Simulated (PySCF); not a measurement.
Cd(Et)2 (C4H10Cd), SMILES [CH2](C)[Cd][CH2]C.

Geometry optimised at B3LYP-D3(BJ)/def2-SVP. The isomer is the one that the SMILES or the coordinates give; other isomers of the formula were not compared. The def2 effective core potentials stand for the cores of Cd; spin–orbit coupling is left out. One conformer was computed; it need not be the lowest.

These are TDA-PBE/def2-SVPD (PySCF) values and carry that method's errors.

Vertical excitations. Isolated molecule, no solvent. State labels are in the subgroup C2.

Task: List the lowest excited states. (An estimate is asked for; the answer gives what the named calculation found.)

Result: 
| state | symmetry | energy (eV) | λ (nm) | f | main pairs |
|---|---|---|---|---|---|
| S1 | A | 4.35 | 285 | 0.000 | HOMO→LUMO 100 % |
| S2 | B | 4.48 | 277 | 0.000 | HOMO→LUMO+1 100 % |
| S3 | B | 5.35 | 232 | 0.274 | HOMO→LUMO+2 80 %, HOMO→LUMO+4 13 % |
| S4 | A | 5.89 | 211 | 0.000 | HOMO→LUMO+3 100 % |
| S5 | B | 6.21 | 200 | 0.096 | HOMO−1→LUMO 87 % |
| S6 | A | 6.34 | 196 | 0.000 | HOMO−1→LUMO+2 96 % |
| S7 | B | 6.40 | 194 | 0.341 | HOMO→LUMO+4 72 % |
| S8 | A | 6.42 | 193 | 0.127 | HOMO−1→LUMO+1 95 % |
| S9 | A | 6.86 | 181 | 0.000 | HOMO→LUMO+5 100 % |
| S10 | A | 6.91 | 179 | 0.005 | HOMO−2→LUMO 100 % |
| T1 | A | 4.20 | 296 | 0 | HOMO→LUMO 100 % |
| T2 | B | 4.24 | 292 | 0 | HOMO→LUMO+2 99 % |
| T3 | B | 4.34 | 286 | 0 | HOMO→LUMO+1 100 % |
| T4 | B | 5.46 | 227 | 0 | HOMO−1→LUMO 99 % |
Triplets are in the Tamm–Dancoff approximation.
